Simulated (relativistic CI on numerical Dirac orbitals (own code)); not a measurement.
## Radial parameters of Sn¹⁴⁺

Computed by Dirac-Coulomb-Breit CI, orbitals from a KLI potential per configuration, QED by a radiative potential, unscaled Slater integrals (own radial code, finite nucleus).

Slater integrals F^k, G^k are unscaled and averaged over j, outside the closed core [Ar] 3d10; ζ comes from projecting the Hamiltonian with its Breit term on Σ l·s of the shell.

- 4s²4p⁵4d: ζ(4p) = 51123, F^2(4p,4d) = 124730, G^1(4p,4d) = 158010, G^3(4p,4d) = 99895, ζ(4d) = 5428.9 cm⁻¹; <r>(4p) = 0.7923, <r^2>(4p) = 0.7083, <r>(4d) = 0.8467, <r^2>(4d) = 0.818 (bohr units).
- 4s4p⁶4d: G^2(4s,4d) = 123040, ζ(4d) = 5477.9 cm⁻¹; <r>(4s) = 0.7581, <r^2>(4s) = 0.6452, <r>(4d) = 0.847, <r^2>(4d) = 0.8186 (bohr units).
- 4s²4p⁵4f: ζ(4p) = 51184, F^2(4p,4f) = 119850, G^2(4p,4f) = 107070, G^4(4p,4f) = 75047, ζ(4f) = 280.96 cm⁻¹; <r>(4p) = 0.7919, <r^2>(4p) = 0.7079, <r>(4f) = 0.9094, <r^2>(4f) = 0.9477 (bohr units).

Averages of the first 10 configurations, taken without configuration mixing, which lowers the lowest level and can move excited configurations by several eV; other configurations of the list can lie among them:

```csv
Configuration,Parity,States,Average energy above the lowest level (eV)
4s²4p⁶,even,1,0.2
4s²4p⁵4d,odd,60,74.8
4s4p⁶4d,even,20,131.2
4s²4p⁵4f,even,84,157.3
4s4p⁶4f,odd,28,213.9
4s²4p⁵5s,odd,12,163.0
4s²4p⁵5p,even,36,182.9
4s4p⁶5s,even,4,220.5
4p⁶4d²,even,45,264.9
4p⁵4d³,odd,720,337.8
```
